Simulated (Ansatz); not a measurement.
Reaction (atomization): `CC[C@@H]([GeH3])[Si@@H](F)[InH2]` → 3 C• + F• + Ge• + 12 H• + In• + Si•

Calculated with Ansatz (gas phase, PBE0-D4/def2-TZVP geometries, no zero-point term in ΔE). CBS: MP2 limit from def2 TZ/QZ plus the TZ coupled-cluster correction, frozen cores. This one scheme is used for every species, atoms too. DFT in def2-TZVPP. B3LYP here is the variant with VWN-RPA as its local correlation; programs differ in this. HSE06 is defined as in plane-wave codes. No spin–orbit coupling; open shells (•) take unrestricted orbitals. Spin–orbit coupling would lower the free atoms: a little for C, F, Si; clearly for Ge; strongly for In. Elements past krypton have def2 core potentials. For Ge, In outer-core shells are correlated without core-valence functions, so the limit isn't a true one: a few kJ/mol of doubt a bond, and 10 to 20 or more in all where bonds break to atoms. Scalar relativity is left out up to krypton. Each species was taken in one conformer, which may not be the lowest.

| level | ΔE (kcal/mol) | difference from CCSD(T)/CBS |
| --- | --- | --- |
| PBE-D4 | 1526.6 | 1.6 |
| ωB97X-V | 1528.5 | 3.5 |
| PBE-QIDH | 1511.5 | -13.5 |
| B3LYP | 1491.6 | -33.4 |
| r2SCANh | 1512.5 | -12.5 |
| HSE06 | 1504.9 | -20.1 |
| MP2/def2-SVP | 1445.7 | -79.3 |
| CCSD(T)/def2-SVP | 1441.3 | -83.7 |
| MP2/def2-TZVPP | 1497.0 | -28.0 |
| HF/def2-QZVPP | 1135.8 | -389.2 |
| CCSD(T)/CBS | 1525.0 | 0 |

Largest T1 diagnostic among the species: 0.015.

In def2-TZVPP, CCSD(T) changes the Hartree–Fock value by +358.0 kcal/mol (the triples alone add +18.4 kcal/mol) and MP2 by +362.8 kcal/mol; breaking electron pairs costs correlation energy, which Hartree–Fock lacks. The D4 term adds +20.9 kcal/mol with B3LYP and +11.3 kcal/mol with PBE0; it sums over pairs of atoms, weighted by their polarisabilities, and B3LYP, whose exchange is more repulsive, gets the larger term. From r2SCAN to r2SCAN0 (25 % exact exchange), in def2-TZVPP and without D4, ΔE moves by −14.0 kcal/mol: exact exchange takes away binding that semilocal exchange gives to molecules.

For atomizations the MP2-based limit and the directly extrapolated one differ by several kJ/mol either way, and by 10 to 25 for some Ge, Se and Sn compounds, so smaller differences from it don't rank the levels.
